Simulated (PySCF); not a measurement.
**Hf²⁺: excitation energy**

Hf²⁺ [Xe] 4f14 5d2 (3F) → Hf²⁺ [Xe] 4f14 5d1 6s1 (3D), as a difference of total energies. Calculation: PySCF 2.14, in aug-cc-pwCVDZ-PP with ECP60MDF; scalar relativity through the core potential. Correlated levels: valence and next inner shell: nothing frozen outside the core potential. The calculations carry no spin-orbit coupling.

```csv
method,excitation energy (eV)
UHF,0.321
MP2 (valence and next inner shell),-0.021
SCS-MP2 (valence and next inner shell),0.073
CCSD (valence and next inner shell),0.054
CCSD(T) (valence and next inner shell),0.032
```

Task: How much does correlation contribute at CCSD(T) (valence and next inner shell)?

Result: 0.032 − (0.321) = -0.289 eV, measured against UHF.
